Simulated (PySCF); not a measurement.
CH₃BrZn, SMILES [CH3][Zn][Br].

Coordinates come from a B3LYP-D3(BJ)/def2-SVP optimisation. The structure was generated by enumeration; whether it is a known compound was not checked.

Level of theory: IEF-PCM-PBE0/def2-SVP in PySCF.

The values are the electrostatic part of the solvation free energy, E(continuum) − E(gas) at the gas-phase geometry, in a cavity of scaled van der Waals radii (PySCF's table); cavitation and dispersion terms are not included. A continuum can't describe solvent molecules that bind to the metal. In vacuum the orbital gap is 7.42 eV. The dipole moment in vacuum is 2.47 D.

```
solvent       ε  ΔG(elec) (kcal/mol)  dipole (D)  gap (eV)
--------  -----  -------------------  ----------  --------
water     78.36                -12.9        3.17      7.91
toluene    2.37                 -5.6        2.83      7.74
methanol  32.61                -12.5        3.15      7.90
```
